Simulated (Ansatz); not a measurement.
CH3ClOSi can be A, `O=C[SiH2]Cl`, or B, `CO[Si]Cl`.

Calculated with Ansatz (gas phase, PBE0-D4/def2-TZVP geometries, no zero-point term in ΔE). CCSD(T)/CBS is the MP2 limit (def2-TZVPP, def2-QZVPP) plus CCSD(T) − MP2 in def2-TZVPP, frozen cores. Functionals use def2-TZVPP. B3LYP here is the variant with VWN-RPA as its local correlation; programs differ in this. Each species was taken in one conformer, which may not be the lowest.

**Question.** Which is lower in electronic energy at CCSD(T)/CBS, and by how much? (Best estimate.)

**Answer.** Computed: B, by 23.9 kcal/mol.

**Question.** Give E(B) − E(A) in kcal/mol with B2PLYP, r2SCAN-D4, B3LYP-D4, BLYP-D4, B3LYP, ωB97M-V, PBE-D4. (Best estimate.)

**Answer.** Computed: B2PLYP -23.9, r2SCAN-D4 -22.4, B3LYP-D4 -25.0, BLYP-D4 -24.7, B3LYP -24.5, ωB97M-V -26.5, PBE-D4 -23.9. None reverses the order clearly.

**Question.** Does the order hold for the free energy at 298.15 K (harmonic terms from PBE0-D4)? (Estimate.)

**Answer.** Ansatz gave: Yes: G(B) − G(A) = -19.1 kcal/mol, for one conformer each. Modes under 60 cm⁻¹, often nearly free rotors, make the harmonic entropy too high.

Largest T1 diagnostic: 0.014.

At CCSD(T), def2-SVP lies +4.4 kcal/mol from the extrapolated value and def2-TZVPP +0.4 kcal/mol. Leaving LDA and LC-ωPBE aside and taking each functional with its dispersion term where it has one, the values, not all of them listed here, spread over 4.3 kcal/mol, from ωB97M-V to ωB97X-V. LDA lies −5.7 kcal/mol from PBE without D4.
